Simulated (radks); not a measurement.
Results of a calculation; reference values are marked as such.
Problem. Mo28+, configuration [Ne] 3s2 3p2. Code: a radial shooting solver on a logarithmic mesh with Libxc functionals. Model: non-relativistic Kohn-Sham, BLYP, spin-polarised, spherical densities, point nucleus; open shells are filled with parallel spins first (spin-orbit coupling, left out, can overturn this in heavy ions); relativity is left out, which matters for an element this heavy. Some entries of the table are withheld. Estimate them.

| orbital | occ. | eigenvalue (Ry) | <1/r> (bohr^-1) | <r> (bohr) |
|---|---|---|---|---|
| 1s up | 1 | -1524.017 | 41.49 | 0.03629 |
| 1s down | 1 | -1523.769 | 41.50 | 0.03629 |
| 2s up | 1 | -296.1301 | 9.487 | 0.1564 |
| 2s down | 1 | -295.9252 | 9.490 | 0.1563 |
| 2p up | 3 | -281.7616 | 9.459 | 0.1338 |
| 2p down | 3 | -281.4822 | 9.458 | 0.1338 |
| 3s up | 1 | (1) | 3.826 | 0.3824 |
| 3s down | 1 | (2) | 3.817 | 0.3831 |
| 3p up | 2 | -108.9135 | (3) | (4) |
| 3p down | 0 | -107.9316 | (5) | (6) |

Solution. 
(1) 3s up eigenvalue (Ry): -113.9689
(2) 3s down eigenvalue (Ry): -112.9868
(3) 3p up <1/r> (bohr^-1): 3.772
(4) 3p up <r> (bohr): 0.3670
(5) 3p down <1/r> (bohr^-1): 3.769
(6) 3p down <r> (bohr): 0.3675
